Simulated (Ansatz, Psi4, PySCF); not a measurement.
H₃O (SMILES [OH3+]), charge +1, singlet, geometry from GFN2-xTB. Base run: REVPBE/def2-SVPD in PySCF.

The PySCF input:
```python
from pyscf import gto, scf, dft

mol = gto.Mole()
mol.atom = '''
    O     0.07094020    0.00288768    0.03133554
    H    -0.02512652    0.80502202   -0.52984156
    H     0.02737561   -0.82471664   -0.49851471
    H    -0.56977067   -0.00340678    0.77767195
'''
mol.basis = 'def2-svpd'
mol.charge = 1
mol.verbose = 4
mol.build()

mf = dft.RKS(mol)
mf.xc = 'revpbe'
mf.kernel()
```

The same geometry, method and basis name were run in Ansatz (a first-principles code) and Psi4 and PySCF, at each program's defaults and at the settings that a row names. The base is PySCF at its defaults. Differences at the defaults can come from grids, fitting, cores and function types together.

```tsv
code and settings	ΔE vs base (µEh)	basis functions	E (Eh)	SCF cycles
PySCF, defaults (exact integrals, its default grid, spherical functions)	0.0	47	-76.62797	7
Psi4, defaults (density fitting with its default set, its default grid, spherical functions)	-53.8	47	-76.62803	6
Ansatz, defaults (factorised integrals, its default grid, spherical functions)	-0.4	47	-76.62797	-
PySCF, density fitting with def2-universal-jkfit	-54.7	47	-76.62803	7
PySCF, fine grid	0.7	47	-76.62797	7
Psi4, exact integrals, spherical functions, fine grid	0.7	47	-76.62797	8
Ansatz, high accuracy	0.7	47	-76.62797	-
```
